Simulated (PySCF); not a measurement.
## Static response to an electric field

Compound: C3H9Ge2N.
Numbering: `[CH3:1][C:2]#[C:3][GeH2:4][NH:5][GeH3:6]` (hydrogens: H7, H8, H9 on C1; H10, H11 on Ge4; H12 on N5; H13, H14, H15 on Ge6)

Cartesian coordinates in Å at the PBE0-D3(BJ)/def2-SVP level; atoms count from 1:
```
atom  x, y, z in Å
C1     3.305    0.178    0.444
C2     2.052   -0.165   -0.203
C3     1.001   -0.453   -0.749
Ge4   -0.683   -0.893   -1.522
N5    -1.994   -1.073   -0.251
Ge6   -2.603    0.300    0.811
H7     4.139   -0.411    0.030
H8     3.544    1.245    0.305
H9     3.258   -0.019    1.526
H10   -1.104    0.249   -2.459
H11   -0.560   -2.233   -2.265
H12   -1.990   -1.978    0.212
H13   -3.875   -0.194    1.526
H14   -2.921    1.479   -0.125
H15   -1.576    0.761    1.870
```

Level: wB97X-D/def2-SVPD (PySCF), static field, nuclei fixed, core orbitals frozen in the response. The polarisability tensor in these axes (au):

```
x   127.77   4.34   5.69
y     4.34  88.40   7.67
z     5.69   7.67  98.17
```

Q: Diagonalise the tensor; give its mean and Δα, where Δα² is half the sum of the squared differences of the eigenvalues.

A: Principal values 84.16, 100.55 and 129.63 au; mean 104.78 au = 15.53 Å³ = 17.28 × 10⁻⁴⁰ C²·m²/J; Δα = 39.88 au (38 % of the mean).

Q: What is the dipole moment, and where does it point?

A: (1.32, -0.16, 0.98) D, 1.65 D in size, pointing from the negative to the positive side. Measured along this direction, the outermost atoms are H14 at the negative end and H9 at the positive end.

Q: Form Σ f/ω² (atomic units) for the 10 lowest TDDFT singlets, given as eV and f, and set it beside the mean polarisability, which is this sum over all singlets: 5.95, 0.0025; 5.99, 0.0268; 6.26, 0.0002; 6.28, 0.0034; 6.94, 0.0092; 7.13, 0.0152; 7.26, 0.0052; 7.34, 0.0249; 7.54, 0.0237; 7.58, 0.0056.

A: They add up to 1.83 au, 1.8 % of the 104.78 au; the largest single term is 0.55 au, from the state at 5.99 eV. Terms in order: 0.05, 0.55, 0.00, 0.06, 0.14, 0.22, 0.07, 0.34, 0.31, 0.07 au. Higher excitations give the rest. The strengths listed sum to 0.117.

Q: Directions of the eigenvectors, and the extent of the frame along each?

A: Largest value along (0.97, 0.14, 0.21), where the nuclei span 7.41 Å; middle along (-0.25, 0.45, 0.86), 5.15 Å; least along (-0.03, 0.88, -0.47), 3.23 Å. The response follows the extents in order.

Q: Orientational against electronic polarisability at 298 K (dilute gas, rigid molecules)?

A: In Gaussian units μ²/3kT = 22.09 Å³ against 15.53 Å³, a ratio of 1.42; the Debye molar polarisation (4π/3)N_A(α + μ²/3kT) is 94.9 cm³/mol, leaving out the vibrational part.

Q: Molar refractivity from α?

A: Lorentz–Lorenz: R = (4π/3)N_A α = 2.5225 cm³/(mol·Å³) × 15.53 Å³ = 39.2 cm³/mol, in the limit of long wavelengths.

Geometry: PBE0-D3(BJ)/def2-SVP, one conformer, isolated molecule. The calculation is non-relativistic, for germanium too.
